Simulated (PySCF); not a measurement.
A structure optimised at ωB97X-D3(BJ)/def2-SVP, used in a PySCF frequency run:

```xyz
8

Ga    -0.3155     0.0022     0.0000
O     -1.2140    -0.0062    -1.5437
H     -2.1753    -0.0039    -1.4913
O     -1.2140    -0.0062     1.5437
H     -2.1753    -0.0039     1.4913
P      1.9601     0.1151     0.0000
H      2.0769    -0.8429     1.0473
H      2.0769    -0.8429    -1.0473
```
Charge 0, spin multiplicity 1.

Task: Write its SMILES, formula and point group.

Result: [OH][Ga]([OH])[PH2], GaH₄O₂P, Cs

Task: What are its rotational constants (standard atomic weights)?

Result: 5.9673, 2.6164, 1.8421 GHz
